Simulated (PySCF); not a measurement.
# Electron correlation in Hf⁺ (hafnium, charge +1)

Starting occupation: [Xe] 4f14 5d3, 5d5/2 with m_j = +1/2, +3/2, +5/2. All numbers are calculated (PySCF 2.14, X2C-1e with screened-nucleus spin-orbit coupling, Gaussian nucleus, in x2c-TZVPall-2c with one added diffuse shell each of s, p, d type (12s12p11d2f, 117 functions)). Frozen: [Kr] 4d10 4f14; 11 electrons correlated; the 34 highest virtual spinors left out.

MP2 pair energies summed by pair of shells (mhartree):

```
 pair  energy  share (%)
5p-5p  -79.55       48.1
5d-5p  -47.64       28.8
5p-5s  -17.61       10.6
5d-5d  -11.11        6.7
5d-5s   -4.99        3.0
5s-5s   -4.60        2.8
```

Total MP2 correlation energy: -165.48 mhartree.

The GHF reference relaxed away from the jj start to a determinant that is no pure jj level (⟨S²⟩ = 3.75, ⟨J²⟩ = 24.76); the energies belong to that determinant.

This basis was not built for core-valence correlation, so the inner-shell part is incomplete.
